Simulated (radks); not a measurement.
Q: Valence configurations of neutral sulfur (all share [Ne]). Calculated with a radial shooting solver on a logarithmic mesh with Libxc functionals: Dirac Kohn-Sham, PBE, spin-unpolarised, spherical densities, point nucleus; open shells fill j = l - 1/2 first. Order these by energy: 3s1 3p5; 3p6; 3s0.5 3p5.5; 3s1.5 3p4.5; 3s2 3p4.

A: From the lowest, in eV above it: 3s2 3p4 0.000; 3s1.5 3p4.5 5.153; 3s1 3p5 10.337; 3s0.5 3p5.5 15.552; 3p6 20.795. NIST lists [Ne] 3s2 3p4 as the ground configuration; this level of theory agrees among the configurations tried. The energies are those of spherical spin-averaged densities, not of single terms.
